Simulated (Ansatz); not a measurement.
## A rate constant, worked out

An elementary step of SiNH5F2, closed shell (SiH₂F₂ ([F][SiH2][F]) + NH₃ → SiNH₃F₂ ([NH2][SiH]([F])[F]) + H₂; Si–H, H–N broken or loosened, Si–N, H–H formed or tightened). The start structure is the complex of the reactants, bound by 0.26 eV, and the electronic barrier above it is 1.864 eV by CCSD(T) at an estimated basis limit (MP2 extrapolated from triple and quadruple zeta, plus CCSD(T) − MP2 in triple zeta). Computed with Ansatz 0.2.0 (basis: def2-TZVPP and def2-QZVPP); correlated methods freeze the cores. Extrapolation: Hartree–Fock as exp(−7.88 √X), correlation as X^−2.97. Harmonic wavenumbers at PBE0-D4/def2-TZVP (Ansatz 0.2.0), in cm⁻¹:

Start: 113, 141, 188, 205, 345, 477, 515, 693, 816, 845, 934, 973, 1019, 1160, 1653, 1660, 2248, 2262, 3492, 3622, 3624.

Saddle: 1427i, 153, 259, 295, 409, 576, 654, 721, 803, 807, 863, 934, 971, 1116, 1494, 1588, 1653, 1932, 2277, 3510, 3612.

Question: Work out the transition-state-theory rate constant at 500 K from these numbers alone (harmonic vibrations; rotation, path degeneracy and anharmonicity left out), and the Wigner tunnelling factor. Use 1 cm⁻¹ = 1.2398 × 10⁻⁴ eV and k_B = 8.617 × 10⁻⁵ eV/K.

Answer: Zero-point energies, half the sums: start 26985/2 cm⁻¹ = 1.6729 eV; saddle, real modes only, 24627/2 cm⁻¹ = 1.5267 eV.
Barrier with zero-point energy: 1.864 + 1.5267 − 1.6729 = 1.7178 eV.
k_BT = 0.04309 eV, so the barrier is 39.87 k_BT.
Vibrational partition functions from the zero-point level, ln q = −Σ ln(1 − exp(−hν/k_BT)): start 5.657, saddle 3.622.
k = (k_BT/h) exp(ln q‡ − ln q) exp(−E0/k_BT), with log₁₀(k_BT/h in s⁻¹) = 13.02: log₁₀ k = 13.02 + (-2.035 − 39.87)/2.3026 = -5.18, so k ≈ 7 × 10^(-6) s⁻¹.
Wigner factor: 1 + (hν‡/k_BT)²/24 = 1 + (4.11)²/24 = 1.70, too large for this simple formula to be trusted. A change of 1 kcal/mol (0.043 eV) in the barrier would change k by a factor of 2.7 at this temperature.

T1 diagnostic: at most 0.012.

Labels in which every atom is bracketed show which atoms are joined, not bond orders.

For scale, one of the runs: CCSD(T)/def2-TZVPP, 205 basis functions, launched by `ansatz run in.yaml --threads 4 --pin off --events-out ev --progress --plain --max-ram 9574MiB`. The run took 19 s on 4 CPU threads of an AMD EPYC 9R45 (shared host), with 2.8 GiB of host memory at its peak.
